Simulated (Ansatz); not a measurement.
Calculated with Ansatz (gas phase, PBE0-D4/def2-TZVP geometries, no zero-point term in ΔE). CCSD(T)/CBS is the MP2 limit (def2-TZVPP, def2-QZVPP) plus CCSD(T) − MP2 in def2-TZVPP, frozen cores. This one scheme is used for every species. DFT in def2-TZVPP. B3LYP here is the variant with VWN-RPA as its local correlation; programs differ in this. One conformer a species, not always the lowest.

Reaction (cleavage of the Si–Si bond): `N[SiH](F)[SiH2]O` + CH₃SH → `CS[SiH2]O` + `N[SiH2]F`

Question: Is it downhill or uphill in electronic energy at CCSD(T)/CBS, and by how much? (Estimate.)

Answer: The calculation gave: Downhill: ΔE = -21.6 kcal/mol.

Question: What do these levels give: B97M-V, B3LYP-D4, PBE-QIDH, HF/def2-TZVPP, MP2/def2-TZVPP, HF/CBS(def2)? (An estimate is asked.)

Answer: Ansatz gave: B97M-V -20.5, B3LYP-D4 -20.2, PBE-QIDH -21.7, HF/def2-TZVPP -22.6, MP2/def2-TZVPP -23.8, HF/CBS(def2) -22.7 kcal/mol.

Largest T1 diagnostic among the species: 0.012.

At CCSD(T), def2-SVP lies +1.2 kcal/mol from the extrapolated value and def2-TZVPP +0.5 kcal/mol. Leaving LDA and LC-ωPBE aside and taking each functional with its dispersion term where it has one, the values, not all of them listed here, spread over 3.6 kcal/mol, from ωB97M-V to PBE-D4.
